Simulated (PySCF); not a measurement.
BHF2, SMILES B(F)F.

Coordinates come from a B3LYP-D3(BJ)/def2-TZVP optimisation.

These are PBE0/def2-TZVPD (PySCF) values and carry that method's errors.

Gas-phase values at a fixed geometry.

total energy: -225.12141 hartree
point group: C2v
highest occupied level: -10.92 eV
lowest empty level: -0.45 eV
orbital gap: 10.46 eV
dipole moment: 0.193 e·Å
quadrupole, principal values (traceless, Buckingham form, about the centre of nuclear charge): -3.20, 0.59, 2.61 D·Å
mean static polarisability: 16.6 bohr³ (2.45 Å³)
polarisability, principal values: 14.2, 17.4, 18.1 bohr³
